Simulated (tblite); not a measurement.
C₆H₉FO₂Si.
Z-matrix (Å and degrees, GFN2-xTB geometry), rows numbered from 1:
```
O 
C   1  1.2090
O   2  1.3455  1  121.88
C   2  1.4656  1  125.03  3   179.97
C   4  1.3439  2  130.04  1   177.84
Si  5  1.9006  4   94.05  2  -179.37
C   4  1.5116  2  124.27  1    -2.26
C   7  1.5237  4  113.94  2    59.18
C   8  1.5181  7  111.33  4   176.43
F   9  1.3796  8  110.44  7   -63.07
H   3  0.9698  2  109.68  1     0.08
H   5  1.0777  4  126.25  2     0.83
H   6  1.4558  5  115.31  4   111.37
H   6  1.4595  5  116.19  4  -111.18
H   7  1.0928  4  110.99  2   -63.62
H   8  1.0919  7  109.91  4   -63.51
H   8  1.0922  7  109.68  4    55.48
H   9  1.0944  8  111.83  7   178.58
H   9  1.0946  8  111.52  7    54.91
```

Calculated harmonic vibrations of the isolated species, GFN2-xTB (tblite), most abundant isotopes, no scaling. The method is semi-empirical: single wavenumbers can be off by several per cent or more. Modes of hydrogen on silicon can be 10 to 20 % off. One conformer, not necessarily the lowest.

Harmonic wavenumbers (cm⁻¹): 39.8, 58.9, 77.9, 105.0, 129.4, 171.9, 233.7, 271.3, 360.7, 379.0, 438.0, 466.1, 510.4, 553.5, 597.9, 614.2, 625.2, 662.4, 723.7, 742.6, 763.1, 805.0, 847.2, 887.5, 937.9, 999.4, 1064.7, 1074.6, 1112.2, 1120.1, 1141.3, 1176.1, 1200.4, 1228.1, 1275.7, 1294.1, 1325.0, 1342.6, 1447.4, 1471.0, 1600.4, 1742.4, 2289.7, 2325.8, 2942.5, 2947.9, 2954.0, 2980.6, 2988.4, 3089.3, 3452.5.

A = 1891, B = 734.9, C = 550.5 MHz; mass 160.036 u (most abundant isotopes); point group C1, symmetry number 1.

Q: What is the zero-point energy?

A: ½Σν̃ = 29794 cm⁻¹ = 356.42 kJ/mol.

Q: Give the ideal-gas entropy at 500 K and 1 bar in the rigid-rotor, harmonic-oscillator model (classical rotation).

A: Translation 182.90, rotation 133.72, vibration 240.23: S = 556.9 J/(mol K).

Q: And Cp and H(500 K) − H(0)?

A: Cp = 259.44 J/(mol K), of which vibrations give 226.18 (their classical limit is 51 R = 424.0); H(500 K) − H(0) = 76.87 kJ/mol without the zero-point energy, 60.24 from vibrations.

Q: What must be added to the electronic energy to get the Gibbs energy at 500 K and 1 bar?

A: ZPE + [H(500 K) − H(0)] − T·S = 356.42 + 76.87 − 278.43 = 154.86 kJ/mol.

Q: How do the functions run with temperature in this model?

A: 
```csv
T (K),S (J/(mol K)),Cp (J/(mol K)),H − H(0) (kJ/mol),G − H(0) (kJ/mol),ln q(vib)
150,348.2,107.7,10.81,-41.41,3.94
250,414.4,156.1,23.98,-79.61,6.99
298.15,443.9,179.3,32.06,-100.28,8.44
400,502.9,223.7,52.64,-148.53,11.47
600,606.8,288.1,104.30,-259.77,17.26
900,735.7,346.3,200.28,-461.86,25.29
```

q(vib) and H(0) count from the zero-point level.

Q: Blend soft modes into free rotors: weight 1/[1 + (100 cm⁻¹/ν̃)⁴] for the oscillator and the rest for a rotor with moment μB/(μ + B), μ = h/(8π²ν), B = 10⁻⁴⁴ kg m². What vibrational entropy results?

A: 218.65 J/(mol K) in place of 240.23, which changes −T·S at 500 K by +10.79 kJ/mol.

Q: Which modes carry the vibrational entropy at 500 K?

A: 39.8 cm⁻¹: 26.34; 58.9 cm⁻¹: 23.08; 77.9 cm⁻¹: 20.77; 105.0 cm⁻¹: 18.30; 129.4 cm⁻¹: 16.58; 171.9 cm⁻¹: 14.25 J/(mol K); the other 45 give 120.92 together.

Hindered rotation and anharmonicity are outside this model. Other conformers, if any are populated, would add a mixing term that is left out. The structure is chiral; the term R ln 2 for an equal mix with its mirror image is left out.
